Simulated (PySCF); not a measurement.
## Radial density of Sn (tin, neutral)

UHF, [Kr] 4d10 5s1 5p3, high-spin 5S determinant (an excited configuration). Calculation: PySCF 2.14, in aug-cc-pwCVTZ-DK3; scalar relativity by spin-free X2C-1e.

```tsv
r (bohr)	4πr²ρ (e/bohr)	4πr²(ρα − ρβ)
0.0304	58.69	0.0155
0.0511	59.94	0.0386
0.0859	82.34	0.0382
0.145	61.21	-0.0305
0.243	66.86	0.0888
0.409	36.94	0.0026
0.688	22.48	0.1911
1.16	13.94	-0.0190
1.95	2.956	1.5222
3.27	1.200	1.1775
5.51	0.1316	0.1316
9.26	0.001119	0.0011
```

Densities and radii are taken from the X2C orbitals without a picture-change correction, which distorts them close to the nucleus.

Question: Where is the radial spin density 4πr²(ρα − ρβ) most negative, and why is it negative at all?

Answer: Around r = 0.145 bohr, down to -0.0305 e/bohr: exchange with the open shell polarises the paired shells in an unrestricted calculation.
